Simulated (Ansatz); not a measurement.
**Energy profile**

The step: BH₃ + HBr → BH₂Br ([BH2][Br]) + H₂; bonds formed: H2–H5; dative contacts that become bonds: B1–Br6; bonds broken: B1–H2, H5–Br6 (atoms numbered as in the saddle structure below).

```
6
angstrom
B 0.2659 0.0797 -0.4995
H -0.9479 0.1368 -0.7116
H 0.8141 1.1325 -0.4556
H 0.7776 -0.9474 -0.8068
H -0.8753 -0.0875 0.6095
Br -0.0344 -0.3142 1.8640
```

Electronic energies by CCSD(T) at an estimated basis limit (MP2 extrapolated from triple and quadruple zeta, plus CCSD(T) − MP2 in triple zeta), on PBE0-D4/def2-TZVP structures; BH4Br, singlet; no counterpoise correction. Computed with Ansatz 0.2.0 (basis: def2-TZVPP and def2-QZVPP); correlated methods freeze the cores. Filled d shells of the heavier atoms are correlated. The def2 sets are not built for correlating such inner shells, so the correlated values are less sure here. Extrapolation: Hartree–Fock as exp(−7.88 √X), correlation as X^−2.97.

Q: Give the profile in kcal/mol, counted from the separated reactants. (To be estimated.)

A: Computed:
```
                                                                                  point  kcal/mol
                      separated: BH3 (B1, H2, H3, H4; singlet) + HBr (H5, Br6; singlet)      0.00
                                                                        start structure     -4.37
                                                                                 saddle      3.31
                                                                          end structure    -18.74
separated: BH2Br (linked as [BH2][Br]; B1, H3, H4, Br6; singlet) + H2 (H2, H5; singlet)    -18.16
```

The T1 diagnostic stays at or below 0.011.

For scale, one of the runs: CCSD(T)/def2-TZVPP, 135 basis functions (an equivalent command: `ansatz run in.yaml --threads 2`). Time: 12 s of wall clock on 2 CPU threads; the host was shared. Peak host memory: 0.72 GiB.
